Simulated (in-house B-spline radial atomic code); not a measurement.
A fraction x of an electron is removed from 3d in the nickel ion Ni²⁺, starting from [Ar] 3d8 and keeping the highest spin. Computed with a radial B-spline atomic code at the basis-set limit: non-relativistic revTPSS, spin-polarised, spherical fractional occupations, point nucleus.

```csv
x,E(x) - E(0) (eV),3d down level (eV)
0,0.0000,-27.049
0.11,3.0758,-28.881
0.24,6.9736,-31.092
0.35,10.4984,-33.001
0.41,12.5100,-34.056
0.5,15.6470,-35.658
0.56,17.8189,-36.738
0.75,25.1285,-40.221
0.87,30.0895,-42.469
0.89,30.9427,-42.847
1,35.7709,-44.944
```

The exact functional would give a straight line between the two integer points. Deviations E(x) - E(0) - x[E(1) - E(0)], in eV: -0.859 at x = 0.11, -1.611 at x = 0.24, -2.021 at x = 0.35, -2.156 at x = 0.41, -2.238 at x = 0.5, -2.213 at x = 0.56, -1.7 at x = 0.75, -1.031 at x = 0.87, -0.893 at x = 0.89.

The curve lies below the straight line by up to 2.238 eV (at x = 0.5): convex, the delocalisation error that favours fractional charges.

Q: How well does Slater's transition state (minus the level at half occupation) give the ionisation energy?

A: It gives 35.658 eV against 35.771 eV from the two total energies; NIST lists 35.19 eV, ground level to ground level.
